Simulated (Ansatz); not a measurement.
Harmonic vibrations of CaTe2 by finite differences.

```yaml
crystal:
  periodic: [false, false, false]
  atoms:
    - {symbol: Ca, position_ang: [1.231423, 0.943126, 0.475588]}
    - {symbol: Te, position_ang: [-0.497809, 0.039049, -1.555631]}
    - {symbol: Te, position_ang: [-0.733613, -0.982175, 1.080043]}
basis:
  gaussian: {orbitals: def2-TZVP}
hamiltonian: {xc: r2scan, dispersion: d4}
scf: {omitted_lower_state_checks: [starts]}
phonons: {temperatures: {t_min: 298.15, t_max: 900, t_step: 200}}
```

```sh
$ ansatz run in.yaml --threads 4 --pin off --events-out ev --progress --plain --max-ram 3916MiB
```

Shortened log:

```
Functional definition: r2SCAN
mean field -33032.15511472 eV, -1213.9093104672 hartree, gradient 7.9e-5 eV, S^2 0.000000; 0 other end points of the search recorded, 0 dependent functions left out
mean field -33032.15507617 eV, -1213.9093090505 hartree, gradient 3.0e-6 eV, S^2 0.000000; 0 other end points of the search recorded, 0 dependent functions left out
mean field -33032.15509195 eV, -1213.9093096303 hartree, gradient 3.1e-6 eV, S^2 0.000000; 0 other end points of the search recorded, 0 dependent functions left out
mean field -33032.15510677 eV, -1213.9093101750 hartree, gradient 3.1e-6 eV, S^2 0.000000; 0 other end points of the search recorded, 0 dependent functions left out
mean field -33032.15511017 eV, -1213.9093102997 hartree, gradient 3.1e-6 eV, S^2 0.000000; 0 other end points of the search recorded, 0 dependent functions left out
mean field -33032.15510586 eV, -1213.9093101414 hartree, gradient 3.1e-6 eV, S^2 0.000000; 0 other end points of the search recorded, 0 dependent functions left out
mean field -33032.15509983 eV, -1213.9093099197 hartree, gradient 3.1e-6 eV, S^2 0.000000; 0 other end points of the search recorded, 0 dependent functions left out
mean field -33032.15510312 eV, -1213.9093100406 hartree, gradient 3.1e-6 eV, S^2 0.000000; 0 other end points of the search recorded, 0 dependent functions left out
mean field -33032.15509760 eV, -1213.9093098379 hartree, gradient 3.0e-6 eV, S^2 0.000000; 0 other end points of the search recorded, 0 dependent functions left out
mean field -33032.15509810 eV, -1213.9093098561 hartree, gradient 3.2e-6 eV, S^2 0.000000; 0 other end points of the search recorded, 0 dependent functions left out
mean field -33032.15508835 eV, -1213.9093094981 hartree, gradient 3.2e-6 eV, S^2 0.000000; 0 other end points of the search recorded, 0 dependent functions left out
mean field -33032.15510411 eV, -1213.9093100770 hartree, gradient 3.0e-6 eV, S^2 0.000000; 0 other end points of the search recorded, 0 dependent functions left out
mean field -33032.15510623 eV, -1213.9093101549 hartree, gradient 3.0e-6 eV, S^2 0.000000; 0 other end points of the search recorded, 0 dependent functions left out
Total energy: -33032.17695814 eV, -1213.9101131980 hartree
Atom 0 at     1.231423     0.943126     0.475588 Å, force    -0.002666    -0.002053    -0.000991 eV/Å
Atom 1 at    -0.497809     0.039049    -1.555631 Å, force     0.001196     0.000525     0.001729 eV/Å
Atom 2 at    -0.733613    -0.982175     1.080043 Å, force     0.001470     0.001528    -0.000738 eV/Å
Dipole moment:     1.668634     1.277979     0.644443 e Å
Vibrations: 162.58 192.10 292.88 cm⁻¹, zero-point energy 0.040143 eV
Checks for a lower state left out: starts
```

Hardware: 4 threads of Intel Xeon on a shared host. Wall time 21 s.

In the def2 sets Te takes a core potential; there is no spin–orbit coupling. The structure comes from a short search, and lower isomers may exist.
